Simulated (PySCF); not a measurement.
`C[Si](Cl)(Cl)[Si](Cl)(Cl)Cl`. Computed geometry: GFN2-xTB, gas phase.

```
atom  x, y, z in Å
C1    -1.7041    0.2904   -0.3758
Si2   -0.3062   -0.5951    0.5660
Cl3   -0.4328   -2.5846    0.2156
Cl4   -0.5574   -0.2926    2.5514
Si5    1.7665    0.2285   -0.1340
Cl6    1.9967   -0.0579   -2.1267
Cl7    1.8778    2.2242    0.1995
Cl8    3.3460   -0.6326    0.7914
H9    -1.6151    0.1369   -1.4475
H10   -1.6844    1.3614   -0.1943
H11   -2.6816   -0.0759   -0.0716
```

Where is the centre of mass (commonest isotopes), and what is the radius of gyration?

Mass 245.822 u; centre at (0.945, -0.213, 0.256) Å; Rg = √(Σ m r²/M) = 2.407 Å. As Ia + Ib + Ic = 2 Σ m r², the three principal moments sum to 2849.0 u·Å².

Work out the bond lengths C1–Si2, C1–H11, Si2–Cl3, Si2–Cl4, Si5–Cl6, Si5–Cl7 in Å.

For C1–Si2 the difference vector is (1.3979, -0.8855, 0.9418) Å, of length 1.9040 Å. C1–Si2 1.904; C1–H11 1.087; Si2–Cl3 2.024; Si2–Cl4 2.024; Si5–Cl6 2.026; Si5–Cl7 2.026 Å.

What is the repulsion energy of the bare nuclei, Σ ZA·ZB/RAB?

1081.45 Eh over 55 pairs, with full nuclear charges and distances in bohr; the largest single term is 62.26 Eh (Si5 with Cl8).

How far apart are these pairs, which share no bond: C1···Cl4, Si2···H9, Cl4···H10, Cl6···H11, Cl7···H10?

C1···Cl4 3.197 Å (2 bonds apart); Si2···H9 2.511 Å (2 bonds apart); Cl4···H10 3.398 Å (3 bonds apart); Cl6···H11 5.110 Å (4 bonds apart); Cl7···H10 3.686 Å (4 bonds apart).

Give the dihedral angles Cl4–Si2–Si5–Cl6, H9–C1–Si2–Cl3, H11–C1–Si2–Cl4, C1–Si2–Si5–Cl6, H10–C1–Si2–Si5.

Cl4–Si2–Si5–Cl6 -179° (antiperiplanar); H9–C1–Si2–Cl3 -61° (synclinal); H11–C1–Si2–Cl4 -59° (synclinal); C1–Si2–Si5–Cl6 -59° (synclinal); H10–C1–Si2–Si5 -60° (synclinal). Dihedral signs follow IUPAC: positive where, seen along the central bond, the front bond turns clockwise onto the rear one.

The point group is Cs within 0.08 Å; differences among equivalent distances and angles are scatter left by the optimiser. No GFN2-xTB frequencies stand behind this structure, so it isn't proved a minimum.
